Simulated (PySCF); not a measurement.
Simulation results for BGeH2N, BClGeH3N, CH6AlGeN, BGeH2NO and others

All values are calculated (PySCF 2.14.0). Calculation on a computer-drawn molecule: optimised geometry and harmonic frequencies of an isolated molecule of the commonest isotopes, restricted reference for singlets and unrestricted otherwise, frozen core in MP2; on germanium a core potential holds 10 electrons, which the energies leave out, and 3d is frozen in MP2 and coupled-cluster steps.

Common to all runs: multiplicity 1; basis and core potential on germanium cc-pVDZ-PP ECP10MDF.

```json
{"entry": 1, "formula": "BGeH2N", "start_structure": {"atoms_angstrom": [["B", -3.9327, 0.7921, 0.0919], ["N", -2.913, 0.2526, -0.3803], ["Ge", -1.3175, -0.3032, -1.0933], ["H", -4.8963, 1.291, 0.5368], ["H", -1.6639, -1.8577, -1.0893]]}, "given": {"charge": 0, "method": "MP2", "basis": "cc-pVDZ", "drawn_bonds_atom": [1, 2, 1, 3], "drawn_bonds_other_atom": [2, 3, 4, 5], "drawn_bonds_order": [2, 1, 1, 1]}, "results": {"optimised_atom_element": ["B", "N", "Ge", "H", "H"], "optimised_atom_x [angstrom]": [-3.951, -2.914, -1.285, -4.92, -1.653], "optimised_atom_y [angstrom]": [0.8048, 0.2362, -0.3113, 1.311, -1.866], "optimised_atom_z [angstrom]": [0.1006, -0.3813, -1.107, 0.5485, -1.095], "modes_frequency [cm^-1]": [129.7, 161.1, 517.9, 680.9, 731.3, 794.8, 1775, 1937, 2897], "modes_reduced_mass [dalton]": [3.655, 4.025, 10.03, 1.319, 1.338, 1.082, 5.621, 1.024, 1.17], "rotational_constants [GHz]": [191.7, 3.773, 3.7], "total_energy [hartree]": -373.9924, "convergence_status_largest_gradient_component [hartree/bohr]": 1.918e-05}}
{"entry": 2, "formula": "BClGeH3N", "start_structure": {"atoms_angstrom": [["B", -0.7205, -0.4846, 2.2202], ["N", -1.3109, -0.034, 1.261], ["Ge", -2.2324, 0.555, -0.2036], ["Cl", -3.1948, -1.1472, -0.9822], ["H", -0.1172, -0.8113, 3.1277], ["H", -3.2152, 1.5415, 0.1888], ["H", -1.266, 1.0269, -1.2377]]}, "given": {"charge": 0, "method": "HF", "basis": "cc-pV(D+d)Z", "drawn_bonds_atom": [1, 2, 3, 1, 3, 3], "drawn_bonds_other_atom": [2, 3, 4, 5, 6, 7], "drawn_bonds_order": [2, 1, 1, 1, 1, 1]}, "results": {"optimised_atom_element": ["B", "N", "Ge", "Cl", "H", "H", "H"], "optimised_atom_x [angstrom]": [-0.685, -1.294, -2.202, -3.256, -0.1069, -3.265, -1.248], "optimised_atom_y [angstrom]": [-0.4477, -0.01506, 0.5389, -1.163, -0.8486, 1.551, 1.031], "optimised_atom_z [angstrom]": [2.243, 1.252, -0.1934, -1.04, 3.18, 0.1994, -1.267], "modes_frequency [cm^-1]": [97.36, 158.5, 254.5, 424.5, 594.1, 605.4, 739.8, 826.5, 828.5, 878.3, 947.7, 1979, 2286, 2298, 2990], "modes_reduced_mass [dalton]": [4.632, 3.344, 8.914, 39.38, 1.172, 9.991, 1.057, 1.339, 1.339, 1.046, 1.024, 5.122, 1.026, 1.015, 1.197], "rotational_constants [GHz]": [7.004, 2.322, 1.784], "total_energy [hartree]": -833.8331, "convergence_status_largest_gradient_component [hartree/bohr]": 7.155e-06}}
{"entry": 3, "formula": "CH6AlGeN", "start_structure": {"atoms_angstrom": [["N", 0.9346, -0.231, 1.6485], ["Ge", -0.5816, -0.1549, 0.7611], ["C", -1.265, -1.4617, -0.3925], ["Al", -2.7557, -0.9744, -1.4303], ["H", 1.7737, -0.761, 1.2796], ["H", 1.3111, 0.538, 2.2292], ["H", -1.2991, 0.8814, 1.6116], ["H", -0.373, -2.0133, -0.7252], ["H", -4.2027, -1.3429, -0.9762], ["H", -2.8353, -0.1265, -2.7699]]}, "given": {"charge": 0, "method": "HF", "basis": "cc-pV(D+d)Z", "drawn_bonds_atom": [1, 2, 3, 1, 1, 2, 3, 4, 4], "drawn_bonds_other_atom": [2, 3, 4, 5, 6, 7, 8, 9, 10], "drawn_bonds_order": [1, 2, 1, 1, 1, 1, 1, 1, 1]}, "results": {"optimised_atom_element": ["N", "Ge", "C", "Al", "H", "H", "H", "H", "H", "H"], "optimised_atom_x [angstrom]": [0.9482, -0.6246, -1.014, -2.756, 1.774, 1.157, -1.589, -0.1889, -3.871, -3.128], "optimised_atom_y [angstrom]": [-0.3342, -0.2692, -1.036, -0.9224, -0.6527, 0.3217, 0.5225, -1.562, -0.1218, -1.592], "optimised_atom_z [angstrom]": [1.723, 0.8593, -0.6975, -1.44, 1.254, 2.451, 1.726, -1.174, -0.6384, -2.828], "modes_frequency [cm^-1]": [94.44, 119.2, 220.0, 232.7, 272.4, 338.5, 499.4, 500.2, 644.5, 679.9, 753.2, 771.8, 796.4, 846.3, 930.7, 950.2, 1122, 1679, 1944, 1967, 2291, 3294, 3780, 3891], "modes_reduced_mass [dalton]": [4.545, 3.594, 4.151, 1.151, 1.147, 1.321, 1.434, 1.142, 1.182, 1.954, 3.022, 1.083, 1.597, 1.106, 2.17, 1.187, 1.792, 1.111, 1.051, 1.032, 1.02, 1.086, 1.049, 1.099], "rotational_constants [GHz]": [20.67, 1.528, 1.424], "total_energy [hartree]": -631.0670, "convergence_status_largest_gradient_component [hartree/bohr]": 3.567e-05}}
{"entry": 4, "formula": "BGeH2NO", "start_structure": {"atoms_angstrom": [["N", -1.3281, 0.9245, -3.9798], ["B", -1.6715, 0.3516, -2.9136], ["O", -1.6798, -0.1596, -1.8323], ["Ge", -1.7048, -0.9313, -0.1714], ["H", -1.4963, 1.2875, -4.9334], ["H", -3.3074, -1.2768, -0.1292]]}, "given": {"charge": 0, "method": "HF", "basis": "cc-pVDZ", "drawn_bonds_atom": [1, 2, 3, 1, 4], "drawn_bonds_other_atom": [2, 3, 4, 5, 6], "drawn_bonds_order": [2, 1, 1, 1, 1]}, "results": {"optimised_atom_element": ["N", "B", "O", "Ge", "H", "H"], "optimised_atom_x [angstrom]": [-1.681, -1.357, -1.014, -1.903, -1.91, -3.322], "optimised_atom_y [angstrom]": [0.7758, 0.3414, -0.1252, -0.9617, 1.132, -0.9664], "optimised_atom_z [angstrom]": [-3.84, -2.732, -1.545, -0.1966, -4.727, -0.9195], "modes_frequency [cm^-1]": [112.5, 167.3, 276.9, 297.6, 483.1, 554.6, 610.0, 854.0, 1137, 1979, 2171, 4122], "modes_reduced_mass [dalton]": [7.351, 1.34, 1.271, 1.331, 6.019, 4.395, 5.517, 1.12, 11.12, 1.028, 8.109, 1.1], "rotational_constants [GHz]": [42.98, 1.903, 1.822], "total_energy [hartree]": -448.5948, "convergence_status_largest_gradient_component [hartree/bohr]": 3.014e-05}}
{"entry": 5, "formula": "AlGeH3O", "start_structure": {"atoms_angstrom": [["O", -2.7277, 4.1001, -0.0323], ["Ge", -3.1614, 2.7654, -1.0867], ["Al", -0.6769, 2.0118, -0.5436], ["H", -1.76, 4.2089, 0.3955], ["H", -0.085, 3.0155, 0.4453], ["H", 0.2588, 0.795, -0.9838]]}, "given": {"charge": 0, "method": "HF", "basis": "cc-pV(D+d)Z", "drawn_bonds_atom": [1, 2, 1, 3, 3], "drawn_bonds_other_atom": [2, 3, 4, 5, 6], "drawn_bonds_order": [1, 1, 1, 1, 1]}, "results": {"optimised_atom_element": ["O", "Ge", "Al", "H", "H", "H"], "optimised_atom_x [angstrom]": [-2.965, -3.012, -0.5207, -2.18, 0.3589, 0.1667], "optimised_atom_y [angstrom]": [4.238, 2.754, 1.958, 4.449, 2.849, 0.6491], "optimised_atom_z [angstrom]": [-0.05795, -1.063, -0.5055, 0.4262, 0.4849, -1.091], "modes_frequency [cm^-1]": [82.6, 125.5, 270.9, 419.3, 473.1, 544.0, 706.7, 834.8, 906.6, 1917, 1946, 4152], "modes_reduced_mass [dalton]": [1.09, 3.2, 9.459, 1.365, 1.1, 1.138, 12.02, 1.069, 1.099, 1.04, 1.044, 1.068], "rotational_constants [GHz]": [10.66, 2.903, 2.282], "total_energy [hartree]": -611.8903, "convergence_status_largest_gradient_component [hartree/bohr]": 1.338e-05}}
{"entry": 6, "formula": "BGeH2O2", "start_structure": {"atoms_angstrom": [["B", -0.5521, 1.7291, 1.0027], ["O", 0.4085, 1.3222, 0.3748], ["Ge", 1.5732, 1.2103, -1.1945], ["O", 1.0069, 2.1616, -2.3328], ["H", -1.4701, 2.11, 1.6197], ["H", 2.5646, 0.2311, -0.6565]]}, "given": {"charge": 1, "method": "MP2", "basis": "cc-pVDZ", "drawn_bonds_atom": [1, 2, 3, 1, 3], "drawn_bonds_other_atom": [2, 3, 4, 5, 6], "drawn_bonds_order": [1, 1, 2, 1, 1]}, "results": {"optimised_atom_element": ["B", "O", "Ge", "O", "H", "H"], "optimised_atom_x [angstrom]": [-0.5992, 0.323, 1.615, 1.141, -1.476, 2.527], "optimised_atom_y [angstrom]": [1.733, 1.413, 1.214, 2.148, 2.032, 0.2243], "optimised_atom_z [angstrom]": [1.067, 0.3149, -1.267, -2.513, 1.795, -0.5843], "modes_frequency [cm^-1]": [92.28, 128.7, 223.0, 308.1, 453.4, 687.8, 778.2, 781.0, 1072, 1754, 2284, 2938], "modes_reduced_mass [dalton]": [4.108, 4.027, 11.86, 11.47, 1.144, 1.047, 1.366, 1.367, 16.6, 5.266, 1.024, 1.18], "rotational_constants [GHz]": [15.14, 2.886, 2.424], "total_energy [hartree]": -469.2261, "convergence_status_largest_gradient_component [hartree/bohr]": 1.172e-05}}
{"entry": 7, "formula": "BGeH2N", "start_structure": {"atoms_angstrom": [["B", -3.942, 0.8039, 0.1451], ["N", -2.8827, 0.3079, -0.396], ["Ge", -1.3178, -0.2693, -1.0991], ["H", -4.8684, 1.2247, 0.4849], ["H", -1.7125, -1.8925, -1.0692]]}, "given": {"charge": 0, "method": "HF", "basis": "cc-pVDZ", "drawn_bonds_atom": [1, 2, 1, 3], "drawn_bonds_other_atom": [2, 3, 4, 5], "drawn_bonds_order": [2, 1, 1, 1]}, "results": {"optimised_atom_element": ["B", "N", "Ge", "H", "H"], "optimised_atom_x [angstrom]": [-3.933, -2.913, -1.318, -4.896, -1.664], "optimised_atom_y [angstrom]": [0.7921, 0.2526, -0.3032, 1.291, -1.858], "optimised_atom_z [angstrom]": [0.09189, -0.3803, -1.093, 0.5368, -1.089], "modes_frequency [cm^-1]": [149.0, 176.8, 554.9, 807.5, 834.6, 853.1, 1929, 1964, 2980], "modes_reduced_mass [dalton]": [3.718, 3.749, 10.18, 1.334, 1.357, 1.094, 3.015, 1.193, 1.19], "rotational_constants [GHz]": [197.2, 3.912, 3.836], "total_energy [hartree]": -373.6747, "convergence_status_largest_gradient_component [hartree/bohr]": 3.492e-05}}
{"entry": 8, "formula": "AlBGeH5N", "start_structure": {"atoms_angstrom": [["B", -1.0723, 1.494, -1.2525], ["Ge", 0.2552, 0.1284, -0.711], ["N", 1.47, 1.2254, 0.2404], ["Al", 2.8941, 0.628, 1.0083], ["H", -1.9681, 1.7088, -0.5621], ["H", -1.0442, 2.1245, -2.2657], ["H", -0.156, -1.083, 0.106], ["H", 1.0444, -0.5975, -1.8856], ["H", 4.1956, -0.0375, 1.5763]]}, "given": {"charge": 0, "method": "HF", "basis": "cc-pV(D+d)Z", "drawn_bonds_atom": [1, 2, 3, 1, 1, 2, 2, 4], "drawn_bonds_other_atom": [2, 3, 4, 5, 6, 7, 8, 9], "drawn_bonds_order": [1, 1, 2, 1, 1, 1, 1, 1]}, "results": {"optimised_atom_element": ["B", "Ge", "N", "Al", "H", "H", "H", "H", "H"], "optimised_atom_x [angstrom]": [-0.9055, 0.1894, 1.634, 2.928, -1.7, -0.7029, -0.6261, 0.6353, 4.166], "optimised_atom_y [angstrom]": [1.578, -0.1855, 0.2758, 0.6738, 1.935, 2.319, -1.283, -0.7912, 1.07], "optimised_atom_z [angstrom]": [-1.119, -0.8749, 0.1149, 0.9994, -0.2908, -2.043, -0.1567, -2.224, 1.849], "modes_frequency [cm^-1]": [56.36, 72.29, 112.5, 186.4, 439.2, 455.3, 465.6, 471.0, 570.9, 693.2, 797.3, 828.2, 962.9, 971.4, 1260, 1344, 2110, 2135, 2166, 2661, 2738], "modes_reduced_mass [dalton]": [1.081, 3.523, 4.448, 5.596, 1.046, 17.1, 1.14, 1.143, 4.517, 1.205, 1.149, 1.085, 1.298, 1.052, 1.15, 11.2, 1.054, 1.023, 1.016, 1.053, 1.126], "rotational_constants [GHz]": [9.399, 1.659, 1.452], "total_energy [hartree]": -617.2642, "convergence_status_largest_gradient_component [hartree/bohr]": 1.64e-05}}
{"entry": 9, "formula": "CH8BGeN", "start_structure": {"atoms_angstrom": [["B", -1.473, -2.4648, 2.9753], ["Ge", -0.6462, -0.6194, 2.8165], ["N", 0.3186, -0.4783, 1.2013], ["C", -0.367, -0.5899, -0.1113], ["H", -2.4155, -2.7018, 2.4176], ["H", -0.9551, -3.3276, 3.5082], ["H", 0.3876, -0.2406, 3.8169], ["H", -1.5567, 0.5745, 2.7099], ["H", 1.1799, -1.0661, 1.2652], ["H", -1.2346, -0.1188, 0.0079], ["H", -0.5913, -1.6969, -0.232], ["H", 0.3033, -0.268, -0.8594]]}, "given": {"charge": 0, "method": "HF", "basis": "cc-pVDZ", "drawn_bonds_atom": [1, 2, 3, 1, 1, 2, 2, 3, 4, 4, 4], "drawn_bonds_other_atom": [2, 3, 4, 5, 6, 7, 8, 9, 10, 11, 12], "drawn_bonds_order": [1, 1, 1, 1, 1, 1, 1, 1, 1, 1, 1]}, "results": {"optimised_atom_element": ["B", "Ge", "N", "C", "H", "H", "H", "H", "H", "H", "H", "H"], "optimised_atom_x [angstrom]": [-1.479, -0.5165, 0.3572, -0.376, -1.516, -2.022, 0.555, -1.551, 1.236, -1.268, -0.7034, 0.2336], "optimised_atom_y [angstrom]": [-2.514, -0.6788, -0.4358, -0.569, -3.367, -2.738, -0.4787, 0.4545, -0.9211, 0.06227, -1.592, -0.2197], "optimised_atom_z [angstrom]": [3.038, 2.75, 1.137, -0.1086, 2.195, 4.085, 3.835, 2.857, 1.094, -0.08058, -0.3397, -0.946], "modes_frequency [cm^-1]": [64.58, 113.7, 142.0, 209.8, 256.1, 385.1, 551.0, 571.0, 650.0, 663.2, 770.4, 859.1, 926.4, 973.4, 1161, 1203, 1232, 1258, 1514, 1570, 1595, 1617, 2187, 2198, 2674, 2756, 3119, 3198, 3234, 3765], "modes_reduced_mass [dalton]": [1.74, 1.226, 1.4, 1.528, 2.61, 1.214, 3.249, 2.134, 1.453, 1.387, 1.238, 1.096, 1.026, 1.335, 1.556, 2.434, 1.303, 1.147, 1.305, 1.166, 1.052, 1.038, 1.023, 1.016, 1.053, 1.126, 1.052, 1.084, 1.104, 1.075], "rotational_constants [GHz]": [8.052, 3.012, 2.413], "total_energy [hartree]": -414.9971, "convergence_status_largest_gradient_component [hartree/bohr]": 1.994e-05}}
{"entry": 10, "formula": "CH7BGeO", "start_structure": {"atoms_angstrom": [["B", -2.7076, 0.5678, -0.7058], ["C", -1.7382, 1.5009, 0.0134], ["Ge", -0.0535, 0.5421, 0.2047], ["O", 0.6291, -0.0046, -1.3386], ["H", -3.4585, -0.0725, -0.0403], ["H", -2.8551, 0.5438, -1.8429], ["H", -2.0774, 1.8714, 0.9356], ["H", -1.4235, 2.4431, -0.6798], ["H", -0.2639, -0.7647, 1.0869], ["H", 1.0518, 1.2956, 0.7409], ["H", 0.0438, -0.4475, -1.9469]]}, "given": {"charge": 0, "method": "HF", "basis": "cc-pVDZ", "drawn_bonds_atom": [1, 2, 3, 1, 1, 2, 2, 3, 3, 4], "drawn_bonds_other_atom": [2, 3, 4, 5, 6, 7, 8, 9, 10, 11], "drawn_bonds_order": [1, 1, 1, 1, 1, 1, 1, 1, 1, 1]}, "results": {"optimised_atom_element": ["B", "C", "Ge", "O", "H", "H", "H", "H", "H", "H", "H"], "optimised_atom_x [angstrom]": [-2.822, -1.716, -0.04671, 0.6874, -3.587, -2.892, -1.951, -1.419, -0.3015, 0.9954, 0.2001], "optimised_atom_y [angstrom]": [0.6077, 1.522, 0.486, 0.1172, 0.01604, 0.4238, 1.91, 2.344, -0.8201, 1.343, -0.4753], "optimised_atom_z [angstrom]": [-0.6517, -0.0547, 0.1854, -1.396, 0.06157, -1.839, 0.9404, -0.7119, 0.9485, 0.8934, -1.949], "modes_frequency [cm^-1]": [56.0, 136.6, 178.9, 199.2, 262.9, 524.5, 572.6, 703.3, 721.3, 733.8, 838.0, 947.9, 959.6, 968.5, 998.5, 1092, 1154, 1192, 1337, 1540, 2216, 2267, 2657, 2722, 3186, 3249, 4163], "modes_reduced_mass [dalton]": [2.117, 1.355, 1.543, 1.825, 2.172, 1.21, 3.86, 1.077, 1.352, 3.087, 1.126, 1.049, 1.102, 1.262, 1.376, 1.955, 1.452, 1.201, 1.263, 1.146, 1.021, 1.019, 1.054, 1.126, 1.058, 1.105, 1.067], "rotational_constants [GHz]": [7.99, 3.235, 2.646], "total_energy [hartree]": -434.8756, "convergence_status_largest_gradient_component [hartree/bohr]": 1.537e-05}}
```
